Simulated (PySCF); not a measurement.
A run for PySCF: R-B3LYP/6-31G* on C2H6BF (SMILES CB(C)F), a point of a torsion scan.

```python
from pyscf import gto, scf, dft, mp
from pyscf.data.elements import chemcore

mol = gto.M(
    atom='''
    C    -1.33665665   -0.16385228   -0.28567678
    B    -0.19211184    0.44452767    0.61642805
    C     1.21004428   -0.23976196    0.85967189
    F    -0.43645439    1.60787241    1.20646668
    H    -1.57859988    0.51880963   -1.09909113
    H    -1.08704496   -1.12708638   -0.71880847
    H    -2.25449508   -0.27798869    0.28905930
    H     1.87490390    0.36895779    1.46628452
    H     1.71137014   -0.45401315   -0.08201559
    H     1.08629867   -1.19890810    1.35966798
    ''',
    basis='6-31g*',
    cart=True,
    charge=0, spin=0, verbose=3, max_memory=1800)
mf = dft.RKS(mol, xc='b3lyp')
mf.conv_tol = 1e-8
mf.max_cycle = 100
mf.kernel()
if not mf.converged:
    mf = mf.newton().run(mf.mo_coeff, mf.mo_occ)
```

Program output:

```
converged SCF energy = -204.594726552438
```

The run converged.

Cost: roughly 11 core-seconds.
